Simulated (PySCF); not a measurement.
Al²⁺ (aluminium, charge +2) across methods

[Ne] 3p1, 2P determinant (an excited configuration). Calculation: PySCF 2.14, in def2-QZVPPD; no relativity, point nucleus.

```csv
method,E (hartree),mean ε 2p α (eV),mean ε 2p β (eV),mean ε 3p α (eV),Σ⟨r²⟩ (bohr²),⟨S²⟩
B3LYP,-241.2466,-95.690,-95.492,-19.517,10.96,0.750
wB97X,-241.2305,-98.359,-98.223,-21.517,11.09,0.750
UHF,-240.79106,-109.70,-109.33,-21.533,11.37,0.750
r2SCAN,-241.2107,-93.415,-93.242,-18.888,11.03,0.750
PBE,-241.0967,-91.705,-91.526,-18.849,10.99,0.750
BHandHLYP,-241.2346,-101.25,-100.98,-20.299,11.04,0.750
LDA,-240.1733,-91.803,-91.618,-18.705,10.97,0.750
PBE0,-241.1171,-96.508,-96.283,-19.628,11.05,0.750
```

Question: Estimate the same row for wB97X-V.

Answer: E (hartree) = -241.1881; mean ε 2p α (eV) = -98.482; mean ε 2p β (eV) = -98.297; mean ε 3p α (eV) = -21.565; Σ⟨r²⟩ (bohr²) = 11.09; ⟨S²⟩ = 0.750.
